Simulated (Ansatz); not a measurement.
A made-up structure of ZnNH2, doublet:

N1  (-0.275, -1.255, 0.461)
Zn2  (0.448, 0.606, -0.117)
H3  (-1.371, -1.442, 0.175)
H4  (1.198, 2.091, -0.520)
(Å)

It is relaxed with PBE-D4/def2-SVP and then PBE0-D4/def2-TZVP (Ansatz 0.2.0). Atoms count as bonded within 1.22 times the sum of their covalent radii (H–H: 0.88 Å). The end point is not checked to be a true minimum.

Question: Does its bonding change? (Judge from chemistry; the calculation decides.)

Answer: Computed: No: no bond forms or breaks.

Where it ends: The first stage lowers the energy by 0.57 eV in 6 steps. It ends as ZnNH₂ ([NH][ZnH]):
```json
{"atom": "N1", "x (Å)": "-0.2460", "y (Å)": "-1.1195", "z (Å)": "0.4114"}
{"atom": "Zn2", "x (Å)": "0.3997", "y (Å)": "0.5419", "z (Å)": "-0.1046"}
{"atom": "H3", "x (Å)": "-1.2241", "y (Å)": "-1.2894", "z (Å)": "0.1569"}
{"atom": "H4", "x (Å)": "1.0704", "y (Å)": "1.8669", "z (Å)": "-0.4636"}
```

Labels in which every atom is bracketed show which atoms are joined, not bond orders.

For scale, one of the runs: PBE0-D4/def2-TZVP relaxation, 91 basis functions, launched by `ansatz run in.yaml --threads 2 --pin off --events-out ev --progress --plain --max-ram 4352MiB`. Hardware: 2 CPU threads of an Arm Neoverse V1, shared host. Wall time about 16 s.
